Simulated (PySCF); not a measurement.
# CoH₃, quintet: molecular constants

All numbers come from PySCF, UBP86, basis Co def2-TZVP, H def2-TZVP (no relativity, density fitting).

The structure is a minimum.

Coordinates in bohr (charge 0 multiplicity 5):
```
Co    0.0024    0.0000    0.0000
H     2.9990    0.0000    0.0000
H    -1.5701    2.5662    0.0000
H    -1.5700   -2.5663    0.0000
```

```
Point group                                                                   : C2v
Bond lengths                                                                  : Co–H 1.586 Å, Co–H 1.593 Å (×2)
Bond angles                                                                   : H–Co–H 117.0°, H–Co–H 121.5° (×2)
Rotational symmetry number                                                    : 2
Rotational constants                                                          : 4.535, 4.29, 2.204 cm⁻¹
Spin squared ⟨S²⟩                                                             : 6.003
Entropy at 298.15 K and 1 bar (electronic part: spin only)                    : 240.6 J/(mol K)
Zero-point energy                                                             : 40.9 kJ/mol
Heat capacity Cp at 298.15 K                                                  : 45.2 J/(mol K)
Dipole moment                                                                 : 0.17 D
Lowest empty level (β)                                                        : -6.36 eV
Enthalpy at 298.15 K above 0 K                                                : 10.96 kJ/mol
Highest occupied level (α)                                                    : -6.22 eV
Principal polarisabilities                                                    : 22.0, 45.6, 62.0 bohr³
Principal quadrupole moments (Buckingham, traceless) about the centre of mass : -2.84, -1.63, 4.47 D Å
Atomisation energy without zero-point energy                                  : 673 kJ/mol
```

Harmonic modes (masses in u: Co 58.933, H 1.008):
| symmetry | ω (cm⁻¹) | IR (km/mol) | μ (u) |
| --- | --- | --- | --- |
| b1 | 604 | 106 | 1.06 |
| b2 | 677 | 5.2 | 1.04 |
| a1 | 709 | 39.3 | 1.03 |
| b2 | 1553 | 113 | 1.03 |
| a1 | 1629 | 13.0 | 1.03 |
| a1 | 1673 | 0.3 | 1.01 |

In C2v the vibrations span b1 + 2b2 + 3a1. Here b1 is antisymmetric to the molecular plane and b2 lies in it.

Charges (e):
```
atom  Mulliken  Löwdin  polar tensor  spin (Mulliken)  Mayer order to Co1
 Co1      0.31    0.27          0.23             2.99                   –
  H2     -0.11   -0.10         -0.14             0.32                0.86
H3,4     -0.10   -0.08         -0.05             0.35                0.85
```

Mulliken populations on Co1: s 6.84, p 12.52, d 7.33, f 0.00.

Outer orbital energies (eV). α occupied: -10.59, -10.05, -9.89, -9.74, -8.83, -8.48, -6.30, -6.22; empty: -0.79, 1.19, 1.84, 2.22. β occupied: -8.99, -8.07, -7.96, -7.05; empty: -6.36, -6.12, -4.57, -4.56.

Only a few start shapes were tried, so a lower isomer may exist. Open d and f shells are described by one determinant, and the ground state may have another occupation or spin. At this level a triplet minimum of C2v symmetry lies 192 kJ/mol below this structure.

The final relaxation and frequency run took roughly 50 core-seconds on a shared host.
